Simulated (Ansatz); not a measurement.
The cluster Ag₃Cl₄⁻, relaxed as a singlet with RKS PBE-D4/def2-SVPD in Ansatz, starting from the GFN1-xTB geometry. Force threshold 0.02 eV/Å.

In the def2 sets Ag takes a core potential; there is no spin–orbit coupling. The relaxation made no stability test and no search for a lower SCF solution. No other spin state of charge -1 was run. Another isomer (singlet) lies 0.15 eV lower at PBE0-D4/def2-TZVPD; other spin states weren't run for this one.

Start:

```xyz
7

Ag    1.581   -0.117   -0.780
Ag   -0.749   -1.350    0.853
Ag   -0.801    1.448   -0.047
Cl    0.995    2.349   -1.440
Cl   -0.014   -2.027   -1.556
Cl   -2.637    0.432    1.208
Cl    1.624   -0.736    1.763
```

Q: Estimate the energy that the relaxation releases and the steps that it takes.

A: 5.6 kJ/mol, in 4 steps; 12 s on 4 threads of Arm Neoverse V2 on a shared host. No frequencies were taken in this run, so the end may be a saddle point.

Q: Does the start keep its bonding?

A: By distances, no bond broke or formed. The bond that changes most is Ag3–Cl4, from 2.44 to 2.42 Å (atoms count from 1).

Q: Predict the relaxed structure.

A: 
```xyz
7

Ag    1.459   -0.103   -0.731
Ag   -0.699   -1.246    0.794
Ag   -0.886    1.544   -0.096
Cl    0.984    2.361   -1.392
Cl    0.053   -2.148   -1.524
Cl   -2.615    0.455    1.196
Cl    1.704   -0.862    1.751
```
Bond lengths (bridged metal pairs left out): 8 × Ag–Cl 2.42 to 2.61 Å.
